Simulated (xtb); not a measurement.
Job for xtb: GFN1-xTB on SiH4 (SMILES [SiH4]).

```
$ xtb mol.xyz --gfn 1 --sp --chrg 0 --uhf 0
5

Si    -0.02219163    -0.12477800    -0.06855816
H      0.04119118     1.22432503     0.53590559
H      0.28310070    -0.03283706    -1.51421110
H     -1.38115579    -0.68414839     0.11005087
H      0.96689538    -1.00720420     0.58927622
```

It printed:

```
[...]
           -------------------------------------------------
          |                Calculation Setup                |
           -------------------------------------------------



           -------------------------------------------------
          |                 G F N 1 - x T B                 |
           -------------------------------------------------

        Reference                      10.1021/acs.jctc.7b00118
      * Hamiltonian:
        H0-scaling (s, p, d)           1.850000    2.250000    2.000000
        zeta-weighting                 0.000000
      * Dispersion:
        s8                             2.400000
        a1                             0.630000
        a2                             5.000000
        s9                             0.000000
      * Repulsion:
        kExp                           1.500000
        rExp                           1.000000
      * Coulomb:
        alpha                          2.000000
        third order                    atomic
        anisotropic                    false
      * Halogen bond correction:
        rad-scale                      1.300000
        damping                        0.440000


          ...................................................
          :                      SETUP                      :
          :.................................................:
          :  # basis functions                  18          :
          :  # atomic orbitals                  17          :
          :  # shells                           11          :
          :  # electrons                         8          :
          :  # halogen bonds                     0          :
          :  max. iterations                   250          :
          :  Hamiltonian                  GFN1-xTB          :
          :  restarted?                      false          :
          :  GBSA solvation                  false          :
          :  PC potential                    false          :
          :  electronic temp.          300.0000000     K    :
          :  accuracy                    1.0000000          :
          :  -> integral cutoff          0.2500000E+02      :
          :  -> integral neglect         0.1000000E-07      :
          :  -> SCF convergence          0.1000000E-05 Eh   :
          :  -> wf. convergence          0.2000000E-04 e    :
          :  Broyden damping             0.4000000          :
          :  net charge                          0          :
          :  unpaired electrons                  0          :
          ...................................................

 iter      E             dE          RMSdq      gap      omega  full diag
   1     -4.0254598 -0.402546E+01  0.426E+00    8.17       0.0  T
   2     -4.0371295 -0.116697E-01  0.227E+00    7.70       1.0  T
   3     -4.0382664 -0.113685E-02  0.599E-01    7.21       1.0  T
   4     -4.0391072 -0.840864E-03  0.304E-01    7.47       1.0  T
   5     -4.0392103 -0.103045E-03  0.339E-02    7.42       1.3  T
   6     -4.0392124 -0.214235E-05  0.131E-02    7.41       3.4  T
   7     -4.0392128 -0.383312E-06  0.555E-05    7.41     806.3  T
   8     -4.0392128 -0.599876E-11  0.671E-06    7.41    6664.3  T

   *** convergence criteria satisfied after 8 iterations ***

         #    Occupation            Energy/Eh            Energy/eV
      -------------------------------------------------------------
         1        2.0000           -0.6476918             -17.6246
         2        2.0000           -0.4804630             -13.0741
         3        2.0000           -0.4804193             -13.0729
         4        2.0000           -0.4802616             -13.0686 (HOMO)
         5                         -0.2080254              -5.6607 (LUMO)
         6                         -0.2078177              -5.6550
         7                         -0.2077010              -5.6518
         8                         -0.1387646              -3.7760
         9                         -0.1387636              -3.7760
       ...                                ...                  ...
        17                          1.2354618              33.6186
      -------------------------------------------------------------
                  HL-Gap            0.2722362 Eh            7.4079 eV
             Fermi-level           -0.3441435 Eh           -9.3646 eV

 SCC (total)                   0 d,  0 h,  0 min,  0.005 sec
 SCC setup                      ...        0 min,  0.000 sec (  3.743%)
 Dispersion                     ...        0 min,  0.000 sec (  1.377%)
 classical contributions        ...        0 min,  0.000 sec (  1.029%)
 integral evaluation            ...        0 min,  0.001 sec ( 22.667%)
 iterations                     ...        0 min,  0.002 sec ( 34.597%)
 molecular gradient             ...        0 min,  0.002 sec ( 32.357%)
 printout                       ...        0 min,  0.000 sec (  3.723%)

         :::::::::::::::::::::::::::::::::::::::::::::::::::::
         ::                     SUMMARY                     ::
         :::::::::::::::::::::::::::::::::::::::::::::::::::::
         :: total energy              -4.008950901284 Eh    ::
         :: gradient norm              0.018501034648 Eh/a0 ::
         :: HOMO-LUMO gap              7.407923296989 eV    ::
         ::.................................................::
         :: SCC energy                -4.039212818806 Eh    ::
         :: -> electrostatic           0.005447386288 Eh    ::
         :: repulsion energy           0.030942393345 Eh    ::
         :: dispersion energy         -0.000680475823 Eh    ::
         :: halogen bond corr.         0.000000000000 Eh    ::
         :: add. restraining           0.000000000000 Eh    ::
         :: total charge               0.000000000000 e     ::
         :::::::::::::::::::::::::::::::::::::::::::::::::::::

           -------------------------------------------------
          |                Property Printout                |
           -------------------------------------------------

    * Orbital Energies and Occupations

         #    Occupation            Energy/Eh            Energy/eV
      -------------------------------------------------------------
         1        2.0000           -0.6476918             -17.6246
         2        2.0000           -0.4804630             -13.0741
         3        2.0000           -0.4804193             -13.0729
         4        2.0000           -0.4802616             -13.0686 (HOMO)
         5                         -0.2080254              -5.6607 (LUMO)
         6                         -0.2078177              -5.6550
         7                         -0.2077010              -5.6518
         8                         -0.1387646              -3.7760
         9                         -0.1387636              -3.7760
        10                         -0.0690062              -1.8778
        11                         -0.0689999              -1.8776
        12                         -0.0688942              -1.8747
        13                         -0.0513185              -1.3964
        14                          0.3825829              10.4106
        15                          1.2332956              33.5597
       ...                                ...                  ...
        17                          1.2354618              33.6186
      -------------------------------------------------------------
                  HL-Gap            0.2722362 Eh            7.4079 eV
             Fermi-level           -0.3441435 Eh           -9.3646 eV

  Mulliken/CM5 charges         n(s)   n(p)   n(d)
     1Si    0.27447 -0.04755   1.342  1.967  0.417
     2H    -0.06851  0.01207   1.069  0.000  0.000
     3H    -0.06877  0.01166   1.069  0.000  0.000
Note: The following floating-point exceptions are signalling: IEEE_DENORMAL
normal termination of xtb
     4H    -0.06867  0.01177   1.069  0.000  0.000
     5H    -0.06852  0.01204   1.069  0.000  0.000

Wiberg/Mayer (AO) data.
largest (>0.10) Wiberg bond orders for each atom

 ---------------------------------------------------------------------------
     #   Z sym  total        # sym  WBO       # sym  WBO       # sym  WBO
 ---------------------------------------------------------------------------
     1  14 Si   3.756 --     3 H    0.939     4 H    0.939     2 H    0.939
                             5 H    0.939
     2   1 H    0.990 --     1 Si   0.939
     3   1 H    0.990 --     1 Si   0.939
     4   1 H    0.990 --     1 Si   0.939
     5   1 H    0.990 --     1 Si   0.939
 ---------------------------------------------------------------------------

Topologies differ in total number of bonds
Writing topology from bond orders to xtbtopo.mol

 dipole moment from electron density (au)
     X       Y       Z
   0.0011   0.0007   0.0041  total (Debye):    0.011


           -------------------------------------------------
          | TOTAL ENERGY               -4.008950901284 Eh   |
          | GRADIENT NORM               0.018501034648 Eh/α |
          | HOMO-LUMO GAP               7.407923296989 eV   |
           -------------------------------------------------

------------------------------------------------------------------------
------------------------------------------------------------------------
 total:
 SCF:
```

The run finished.

Cost: roughly 0.05 core-seconds.
